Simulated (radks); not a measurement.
Results of a calculation; reference values are marked as such.
A nucleus of charge 53.2 with 53 electrons, configuration [Kr] 4d10 5s2 5p5. Code: a radial shooting solver on a logarithmic mesh with Libxc functionals. Model: Dirac Kohn-Sham, PBE, spin-unpolarised, spherical densities, finite nucleus; open shells fill j = l - 1/2 first; Fermi nuclear charge, rms radius 4.75 fm.

Normalised radial functions P(r) = r R(r) (large component), r in bohr:

```
   r/bohr * 4p1/2, o 4d3/2, + 5p3/2 (the largest magnitude, 1.32, reaches the edge; | marks zero, & curves that meet)
 0.001682                             &
 0.001942                             &
 0.002243                             &
  0.00259                             &
 0.002991                             &
 0.003455                             &
  0.00399                             &
 0.004607                             &*
 0.005321                             &*
 0.006145                             &*
 0.007097                             &*
 0.008196                             &*
 0.009466                             & *
  0.01093                             & *
  0.01263                             o+*
  0.01458                             o+ *
  0.01684                             o+  *
  0.01945                             o+  *
  0.02246                             o+   *
  0.02594                             |o+   *
  0.02995                             |o+    *
  0.03459                             |o+     *
  0.03995                             |o +     *
  0.04614                             | o+      *
  0.05329                             |  &      *
  0.06154                             |  +o     *
  0.07107                             |  + o   *
  0.08208                             | +   o *
  0.09404                             | +  * o
   0.1086                             |+*      o
   0.1254                           * +          o
   0.1448                      *    + |           o
   0.1673                  *       +  |            o
   0.1932               *         +   |            o
   0.2231              *          +   |           o
   0.2577               *         +   |        o
   0.2976                   *      +  |     o
   0.3437                          * +|o
   0.3969                        o    | +  *
   0.4584                  o          |   +         *
   0.5294            o                |     +              *
   0.6114        o                    |      +                  *
    0.706      o                      |     +                    *
   0.8154      o                      |   +                    *
   0.9417       o                     |+                   *
    1.088          o               +  |               *
    1.256              o      +       |          *
    1.451                  &          |     *
    1.675               +      o      |  *
    1.935              +         o    | *
    2.234               +          o  |*
     2.58                +           o*
     2.98                  +         o*
    3.442                    +        &
    3.975                       +     &
     4.59                         +   &
    5.301                          +  &
    6.122                            +&
     7.07                            +&
    8.166                             &
```

4p1/2: eigenvalue -139.64 eV, 2 radial nodes at r = 0.116, 0.363 bohr, <r> = 0.767 bohr, 90 % of the charge inside 1.12 bohr. 4d3/2: eigenvalue -54.769 eV, 1 radial node at r = 0.349 bohr, <r> = 0.905 bohr, 90 % of the charge inside 1.38 bohr. 5p3/2: eigenvalue -8.527 eV, 3 radial nodes at r = 0.121, 0.364, 0.964 bohr, <r> = 2.45 bohr, 90 % of the charge inside 3.68 bohr.
